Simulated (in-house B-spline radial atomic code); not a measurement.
## Ionising Ca IV (Ca3+) with different functionals

Computed with a B-spline radial code for spherical atoms: non-relativistic Hamiltonian, point nucleus, spin-polarised at highest spin, spherical fractional occupations for the functionals, the average over the highest-spin determinants for Hartree-Fock. The ionisation energy is the difference of two self-consistent energies, [Ne] 3s2 3p5 → [Ne] 3s2 3p4, without Breit or QED terms; ε is the level of the shell that loses the electron (its least bound occupied spin orbital).

Hybrids are left out here: with spherical fractional occupations of an open shell their exact exchange keeps a self-interaction that integer-occupation calculations don't have.

| method | rung | ΔSCF (eV) | -ε(3p) (eV) |
| --- | --- | --- | --- |
| Hartree-Fock | Hartree-Fock | 65.73 | 66.70 |
| LDA VWN5 | LDA | 67.36 | 59.04 |
| LDA PW92 | LDA | 67.35 | 59.03 |
| LDA exchange-only | LDA | 65.38 | 57.19 |
| PBE | GGA | 67.17 | 58.91 |
| PBEsol | GGA | 67.11 | 58.85 |
| BLYP | GGA | 67.04 | 58.76 |
| RPBE | GGA | 67.13 | 58.89 |
| PW91 | GGA | 67.29 | 59.01 |
| BP86 | GGA | 67.31 | 59.02 |
| AM05 | GGA | ? | ? |
| OLYP | GGA | ? | ? |
| TPSS | meta-GGA | 67.26 | 59.06 |
| SCAN | meta-GGA | 67.36 | 59.33 |
| r2SCAN | meta-GGA | 67.31 | 59.28 |
| M06-L | meta-GGA | 67.35 | 59.37 |
| revTPSS | meta-GGA | 67.18 | 58.99 |

What does OLYP give?

ΔSCF 67.20 eV, and -ε(3p) = 58.99 eV.

What does AM05 give?

ΔSCF 67.12 eV, and -ε(3p) = 58.84 eV.

How do they compare with the NIST value?

NIST lists 67.273 eV ± 0.0021 (semi-empirical, ground level to ground level). Errors run from -1.89 to +0.09 eV; PW91 is closest (+0.01 eV), but part of that can be cancellation, since the calculations leave out relativity, Breit-QED terms, multiplet and fine-structure energies. Hartree-Fock also lacks correlation.
